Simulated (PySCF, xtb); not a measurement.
**B2H3NSi: 4 structures ranked**

4 gas-phase structures of B2H3NSi, found in a search over its isomers (lower ones may exist). Each was relaxed with GFN2-xTB:

A. a singlet given by its coordinates
B. `B1B[SiH]=N1`, a singlet
C. a singlet given by its coordinates
D. `B1B2[SiH2]N12`, a singlet

C (Å):

```tsv
atom	x (Å)	y (Å)	z (Å)
B	1.6322	0.4260	-0.9005
B	0.0638	-1.3678	0.4030
N	1.0112	-0.6428	-0.2887
Si	1.5645	-2.4261	-0.1381
H	1.4396	0.6347	-2.0459
H	2.4196	1.0668	-0.3001
H	-0.9451	-0.9987	0.8580
```

Close contacts (Å): B1–N3 1.38, B2–N3 1.38, B2–Si4 1.91, N3–Si4 1.87, B1–H5 1.18, B1–H6 1.18, B2–H7 1.17.

A (Å):

```csv
atom,x (Å),y (Å),z (Å)
B,1.6019,0.6909,-0.5037
B,2.1261,-0.6830,-0.9696
N,1.0058,-0.5377,-0.1067
Si,-0.1767,-1.3256,0.8742
H,1.3121,1.7786,-0.2102
H,2.6247,-1.6528,-1.3750
H,-1.2413,-1.4024,-0.1770
```

Close contacts (Å): B1–B2 1.54, B1–N3 1.42, B2–N3 1.42, N3–Si4 1.73, B1–H5 1.16, B2–H6 1.16, Si4–H7 1.50.

Problem. Make a reasoned guess at their ranking by r2SCAN-D4/def2-SVP single-point energy.

Solution. Calculated order at r2SCAN-D4/def2-SVP: C (0.0), A (17.6), D (18.4), B (41.1) kcal/mol. Less than 1 kcal/mol parts A and D, so the order within that pair means little.

Energies above the lowest of each column, in kcal/mol:

```csv
structure,GFN2-xTB,HF/STO-3G,r2SCAN-D4/def2-SVP
C,0.0,0.0,0.0
A,1.4,6.4,17.6
D,21.8,53.3,18.4
B,21.3,69.2,41.1
```

Every level run on C puts it lowest or level with the lowest. Some further structures that were screened fall inside this span and aren't listed. No reliable frequencies are at hand for these structures.

Over these structures GFN2-xTB departs from r2SCAN-D4/def2-SVP by 9.8 kcal/mol on average once a common shift is removed. A GFN2-xTB relaxation took about 0.099 s and the r2SCAN-D4/def2-SVP energy about 6.3 s on a shared host (PySCF 2.14.0, xtb 6.7.1).
